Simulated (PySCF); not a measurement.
## InI⁺: energy against distance

Set-up: basis In def2-SVP with ECP28, I def2-SVP with ECP28; scalar-relativistic core potentials; PySCF 2.14. Energies in eV from In⁺ + I in their ground configurations at the same level. All curves are PBE0. state 1: ²Π (doublet), unpaired electrons π ↑; state 2: doublet, unpaired electrons σ ↑, a second solution, started from another occupation; state 3: quartet, unpaired electrons σ ↑, π ↑↑, a second solution, started from another occupation.

```csv
R (Å),state 1,state 2,state 3
2.894,-0.1933,-0.3517,3.5723
3.029,-0.3480,-0.2787,3.5815
3.163,-0.4271,-0.2073,3.6368
3.264,-0.4529,-0.1606,3.6942
3.365,-0.4591,-0.1211,3.7577
3.466,-0.4515,-0.0881,3.8229
3.601,-0.4279,-0.0532,3.9071
3.769,-0.3867,-0.0210,4.0024
3.971,-0.3319,0.0053,4.0980
4.240,-0.2626,0.0261,4.1930
```

Task: Put a parabola through the three lowest points of the state 1 curve and estimate Re, k and ωe (reduced mass 60.3 u; 1 eV/Å² = 0.16022 mdyn/Å; ωe = 1302.8·√(k/μ) cm⁻¹).

Result: Through R = 3.264, 3.365, 3.466 Å the second-order coefficient is 0.676 eV/Å², so Re ≈ 3.360 Å, k ≈ 0.217 mdyn/Å and ωe ≈ 78 cm⁻¹. A polynomial fit of higher order to the unrounded PBE0 energies gives Re = 3.354 Å, k = 0.222 mdyn/Å, ωe = 79.1 cm⁻¹; anharmonicity and rounding make the difference.

The higher-order fit for each curve: state 1: Re = 3.354 Å, ωe = 79.1 cm⁻¹, De = 0.459 eV. State 2 gave no clean fit. State 3 gave no clean fit.

These are scalar-relativistic numbers at best; spin–orbit coupling would shift them, the dissociation energy most. For an ion De counts to the pair picked by the measured ionisation energies or electron affinities, which need not be the lowest pair at this level. The state was picked by a PBE0 search and need not be the measured ground state.
